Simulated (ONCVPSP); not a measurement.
## What one change does to a pseudopotential (Co, ONCV)

ONCVPSP 4.0.1 input, shortened (lines: element, Z, core and valence counts, functional; n l f; lmax; l rc ep ncon nbas qcut; lloc lpopt rc5 dvloc0; l nproj debl; icmod fcfact rcfact), LDA (Perdew-Wang 92), scalar-relativistic:

```
  Co 27.00    3    4  -001012      upf
    1    0    2.00
    2    0    2.00
    2    1    6.00
    3    0    2.00
    3    1    6.00
    3    2    7.00
    4    0    2.00
    2
    0    1.45    0.00    4    7    6.70
    1    0.95    0.00    4    7   12.30
    2    1.30    0.00    5    9   12.60
    4    5    0.75    0.00
    0    2    3.90
    1    2    3.00
    2    2    0.70
    2    0.35    0.70
```

Change: s: qcut 9.6.

Cutoffs: the cutoffs (Ha) at which the residual kinetic energy of the hardest occupied pseudo-wave falls to 1 and 0.1 mHa per electron; they do not see the model core or the augmentation charge, which bear on the density cutoff. Errors are all-electron minus pseudo energies relative to the spin-unpolarised reference configuration.

Q: Predict the effect on cutoff, ghosts and configuration errors.

A: The potential gets neither clearly harder nor softer (64 Ha and 72 Ha → 64 Ha and 72 Ha); the d channel sets the loose cutoff, while the largest relative change is in s, which becomes harder; of the 4 tests that both files solve, the error grows in 1 and shrinks in 1 by more than 15 % and 0.3 meV (median size 1.6 → 1.2 meV); neither file shows a bound ghost.

```csv
quantity,base,changed
"cutoff, loose",64 Ha,64 Ha
"cutoff, tight",72 Ha,72 Ha
loose cutoff by channel,"s 14 Ha, p 35 Ha, d 64 Ha","s 24 Ha, p 35 Ha, d 64 Ha"
bound ghosts,none,none
GHOST(+) flags under 300 eV,none,none
"error for 3s2 3p6 3d7 4s1, meV [ΔE 9.29 eV]",-0.3,-0.2
"error for 3s2 3p6 3d7 4s0, meV [ΔE 26.37 eV]",+0.1,+0.6
"error for 3s2 3p6 3d6 4s0, meV [ΔE 62.56 eV]",-2.9,-1.7
"error for 3s2 3p6 3d5 4s0, meV [ΔE 118.22 eV]",+83,+85
s: phases at 1.47 bohr within 0.05 rad from the reference energy up to (Ha; the scan ends near 5),to the end of the scan,to the end of the scan
p: phases at 0.96 bohr within 0.05 rad from the reference energy up to (Ha; the scan ends near 5),to the end of the scan,to the end of the scan
d: phases at 1.32 bohr within 0.05 rad from the reference energy up to (Ha; the scan ends near 5),to the end of the scan,to the end of the scan
"rms error of d²Exc/dni dnj with the model core, mHa",1.26,1.23
```
